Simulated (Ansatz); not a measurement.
The cluster Sn6Te12. Charge 0, multiplicity 1. Geometry PBE-D4/def2-SVP, basis def2-SVP, Ansatz.

Cartesian coordinates in Å:
```
Sn 0.806 -0.643 1.884
Sn 0.180 -4.288 1.676
Sn -0.020 4.518 -0.822
Sn -1.707 -2.093 -1.889
Sn 1.779 0.640 -3.569
Sn 1.311 3.380 1.746
Te -1.065 -4.785 -1.362
Te -2.724 3.602 -0.457
Te 0.400 3.223 -3.428
Te -1.658 -2.191 2.520
Te -1.092 0.638 -3.037
Te -0.737 1.824 3.055
Te 1.434 -2.603 3.839
Te 1.003 -2.596 -0.851
Te 3.098 -0.249 -1.078
Te -3.230 -1.151 0.348
Te 3.300 1.310 1.247
Te -1.078 1.463 0.178
```

| run | HOMO (eV) | LUMO (eV) |
| --- | --- | --- |
| A | -4.93 | -4.07 |
| B | -5.16 | -4.20 |
| C | -5.78 | -3.88 |
| D | -5.64 | -3.79 |

In the def2 sets Sn, Te take a core potential; there is no spin–orbit coupling. Single mean-field runs in def2-SVP are fitted with def2-universal-jkfit. The structure comes from a short search, and lower isomers may exist.

**Question.** The runs used PBE, PBE0, r2SCAN, r2SCAN0. Estimate which is which.

**Answer.** A PBE (0 % exact exchange); B r2SCAN (0 % exact exchange); C r2SCAN0 (25 % exact exchange); D PBE0 (25 % exact exchange). Exact exchange lowers occupied and raises empty levels; among semilocal functionals meta-GGAs tend to open the gap a little, and such runs are hard to tell apart. The gap grows from 0.86 eV (PBE) to 1.90 eV (r2SCAN0). The restricted singlet is unstable towards broken spin symmetry in Hartree–Fock (as tested in another run); at r2SCAN-D4/def2-SVP, r2SCAN0-D4/def2-SVP, PBE0-D4/def2-SVP this wasn't settled.
